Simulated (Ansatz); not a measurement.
Two isomers of C5H12O2: A = `CCOCOCC`, B = `CCCC(O)CO`.

Gas-phase electronic energies from Ansatz, PBE0-D4/def2-TZVP geometries. CCSD(T)/CBS is the MP2 limit (def2-TZVPP, def2-QZVPP) plus CCSD(T) − MP2 in def2-TZVPP, frozen cores. Functionals use def2-TZVPP. B3LYP here is the variant with VWN-RPA as its local correlation; programs differ in this. One conformer a species, not always the lowest.

(1) Which isomer does CCSD(T)/CBS put lower? Give the gap. (An estimate is asked.)

(2) Give E(B) − E(A) in kcal/mol with B3LYP, CCSD/def2-TZVPP, PBE0-D4, PBE-D4, HF/def2-TZVPP, B3LYP-D4, r2SCAN-D4. (Estimate.)

Largest T1 diagnostic: 0.011.

Answers

(1) Computed: B, by 14.2 kcal/mol.

(2) Computed: B3LYP -9.6, CCSD/def2-TZVPP -13.0, PBE0-D4 -12.7, PBE-D4 -11.6, HF/def2-TZVPP -8.9, B3LYP-D4 -10.0, r2SCAN-D4 -11.6. None reverses the order clearly.

From PBE to PBE0 (25 % exact exchange), in def2-TZVPP and without D4, E(B) − E(A) moves by −1.2 kcal/mol. In def2-TZVPP, CCSD(T) changes the Hartree–Fock value by −4.2 kcal/mol (the triples alone add −0.0 kcal/mol) and MP2 by −6.1 kcal/mol.
